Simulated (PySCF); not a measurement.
PBE0-D3(BJ)/def2-TZVP geometry optimisation, gas phase with PySCF 2.14 and geomeTRIC: CrCl4, charge 0, multiplicity 3. Start (model start, shaken):

```
5

Cr    0.0000    0.0045   -0.0041
Cl    1.2222    1.2287    1.2207
Cl   -1.2346   -1.2154    1.2282
Cl   -1.2448    1.2429   -1.2302
Cl    1.2371   -1.2495   -1.2360
```

```tsv
step	E − E(start) / kcal mol⁻¹	largest force / Eh bohr⁻¹
0	0.00	0.01119
1	-1.28	0.00244
2	-1.28	0.00028
3	-1.29	0.00011
```

The optimisation met its thresholds. End point:

```
5

Cr   -0.0034    0.0023   -0.0049
Cl    1.2053    1.2109    1.2035
Cl   -1.2130   -1.2045    1.2046
Cl   -1.2130    1.2111   -1.2124
Cl    1.2040   -1.2086   -1.2122
```

Metal–donor distances, start → end: Cl2 2.120 → 2.093 Å, Cl3 2.129 → 2.093 Å, Cl4 2.142 → 2.093 Å, Cl5 2.149 → 2.093 Å.

No frequencies were computed, so the end point may be a saddle point.

The job took 110 s on one thread of Arm Neoverse V2 (shared host), with 193 basis functions and a peak of 0.79 GiB, launched as `OMP_NUM_THREADS=1 python lf_run.py task.json out`.
